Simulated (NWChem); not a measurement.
# CHOS cation; SMILES [OH+]=C=S

Computed with NWChem. Pople sets run with spherical d functions. Coordinates come from a PBE0-D3(BJ)/def2-TZVP optimisation. Level: PBE/6-31G* with COSMO at NWChem's default radii, gas-phase geometry; the question gives the dielectric constant. Reactions with the solvent are ignored.

What does the run give for dielectric constant 3.9? Quantities: electrostatic solvation energy (kcal/mol).


```json
{
 "electrostatic solvation energy (kcal/mol)": "-51.9"
}
```
